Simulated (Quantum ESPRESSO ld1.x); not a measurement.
Q: Species: In+. Configuration: [Kr] 4d10 5s1.75 5p0.25 (fractional occupations, a model configuration). Method: non-relativistic Kohn-Sham, PBE, spin-unpolarised, spherical densities, point nucleus; relativity is left out, which matters for an element this heavy; computed with ld1.x of Quantum ESPRESSO 7.5. Some entries of the table are withheld. Estimate them.

orbital,occ.,eigenvalue (Ry),<1/r> (bohr^-1),r(max) (bohr)
1s,2,-1970.13,48.48,0.021
2s,2,-288.987,11.06,(1)
2p,6,-269.919,11.07,0.089
3s,2,-55.0937,3.971,0.328
3p,6,-47.2892,(2),(3)
3d,10,-32.8321,3.747,0.258
4s,2,-8.71590,1.562,0.796
4p,6,-6.17002,1.449,0.829
4d,10,-2.02312,1.149,0.927
5s,1.75,-1.06184,0.4961,2.20
5p,0.25,-0.63565,0.3935,2.66
6s,0,-0.27450,(4),5.93
4f,0,-0.07048,0.08416,12.0

A: 
(1) 2s r(max) (bohr): 0.114
(2) 3p <1/r> (bohr^-1): 3.892
(3) 3p r(max) (bohr): 0.315
(4) 6s <1/r> (bohr^-1): 0.1973
